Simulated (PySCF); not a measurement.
## Magnetic susceptibility: `CC#C[C@@H]1C[Se][C@@H]1C#N`, C₇H₇NSe

Cartesian coordinates in Å; atom numbers follow the order of the lines, from 1:
```xyz
16

C     2.9529    0.5428   -0.6251
C     1.6649    0.1402   -0.1120
C     0.6045   -0.2025    0.3310
C    -0.7135   -0.5712    0.7964
C    -1.4474   -1.5826   -0.0958
Se   -3.2041   -0.6898    0.1497
C    -1.7497    0.5804    0.7396
C    -1.4869    1.5502   -0.2744
N    -1.2817    2.3108   -1.1046
H     3.6854    0.5789    0.1808
H     3.2895   -0.1671   -1.3802
H     2.8706    1.5298   -1.0791
H    -0.6549   -0.9464    1.8236
H    -1.4230   -2.6166    0.2417
H    -1.1467   -1.5151   -1.1415
H    -1.9675    1.0671    1.6927
```

Theory: GIAO PBE0/pcSseg-1 magnetisability, rotational g tensor and spin-rotation constants, non-relativistic, gas phase in PySCF. Geometry: GFN2-xTB.

The calculation is non-relativistic, which matters for the atoms heavier than Zn.

Q: How diamagnetic is it, and how anisotropic?

A: Isotropic -1565 × 10⁻³⁰ J/T², or -94.2 × 10⁻⁶ cm³/mol; principal values -1695, -1602, -1398 × 10⁻³⁰ J/T², anisotropy 263 × 10⁻³⁰ J/T² (root of half the summed squared differences of the principal values). The susceptibility is in cgs units.

Q: Split it along the inertial axes a, b, c into diamagnetic and paramagnetic parts about the centre of mass, with the quadrupole moment.

A: 
| axis | χ (10⁻⁶ cm³/mol) | diamagnetic (10⁻⁶ cm³/mol) | paramagnetic (10⁻⁶ cm³/mol) | summed x² of all electrons (Å²) | quadrupole Θ (D Å) |
| --- | --- | --- | --- | --- | --- |
| a | -100.5 | -610.3 | 509.9 | 407.1 | +10.67 |
| b | -94.7 | -1876.1 | 1781.4 | 108.8 | -12.44 |
| c | -87.6 | -2188.7 | 2101.2 | 35.1 | +1.77 |

Anisotropies 2χaa − χbb − χcc = -18.7 and 2χbb − χaa − χcc = -1.3 × 10⁻⁶ cm³/mol. Θ is traceless in Buckingham's convention.

Q: And the rotational g tensor?

A: 
| axis | rotational constant (GHz) | g | nuclear part | electronic part |
| --- | --- | --- | --- | --- |
| a | 2.4099 | -0.0223 | 0.5549 | -0.5772 |
| b | 0.6373 | -0.0036 | 0.5298 | -0.5333 |
| c | 0.5401 | -0.0069 | 0.5262 | -0.5332 |

Asymmetric top; isotopes 12C, 1H, 14N, 80Se; no vibrational averaging.
